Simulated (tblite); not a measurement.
Torsional barriers computed with GFN2-xTB (tblite), climbing-image nudged elastic band, gas phase; electronic energies of the top image counted from the start geometry. The bands met a force threshold of 0.05 eV/Å; their tops weren't refined or checked by frequencies and can lie a kcal/mol or more above the method's true saddle points. Atom numbers follow the mapped SMILES.

**Question.** Rank the forward barriers of these bands, lowest first.
A. `[F:1][C:2]([F:3])=[C:4]([F:5])[C:6]1=[C:7]([F:8])[CH2:9]1`: F5–C4–C6–C9 from 180° to 0°
B. `[O:1]=[S:2](=[O:3])([O-:4])[C@H:5]1[CH2:6][CH:7]=[N:8][CH2:9]1` (charge -1): C9–C5–S2–O4 from 179° to -60°
C. `[CH2:1]=[CH:2][C@@H:3]([F:4])[S:5](=[O:6])(=[O:7])[OH:8]`: C2–C3–S5–O8 from -175° to -56°

**Answer.** B (1.0 kcal/mol), C (2.7 kcal/mol), A (5.3 kcal/mol).

```json
{"SMILES": "O=S(=O)([O-])[C@H]1CC=NC1", "ends of the turned bond": "sp3 carbon bound to sulfur / sulfonyl sulfur", "barrier (kcal/mol)": "1.0", "end above start (kcal/mol)": "0.0", "dihedral at top (°)": "-118", "bond at start (Å)": "1.842", "bond at top (Å)": "1.865", "Eyring rate at 298 K (s⁻¹)": "1 × 10^12"}
{"SMILES": "C=C[C@@H](F)S(=O)(=O)O", "ends of the turned bond": "sp3 C–F carbon / sulfonyl sulfur", "barrier (kcal/mol)": "2.7", "end above start (kcal/mol)": "1.6", "dihedral at top (°)": "-101", "bond at start (Å)": "1.847", "bond at top (Å)": "1.867", "Eyring rate at 298 K (s⁻¹)": "6 × 10^10"}
{"SMILES": "FC(F)=C(F)C1=C(F)C1", "ends of the turned bond": "vinylic C–F carbon / fully substituted alkene carbon", "barrier (kcal/mol)": "5.3", "end above start (kcal/mol)": "0.6", "dihedral at top (°)": "-85", "bond at start (Å)": "1.416", "bond at top (Å)": "1.439", "Eyring rate at 298 K (s⁻¹)": "8 × 10^8"}
```

Rates take the electronic barrier for the free energy of activation. GFN2-xTB barriers can miss by several kcal/mol, and conformer orders can be wrong, so the ranking may change at better levels.
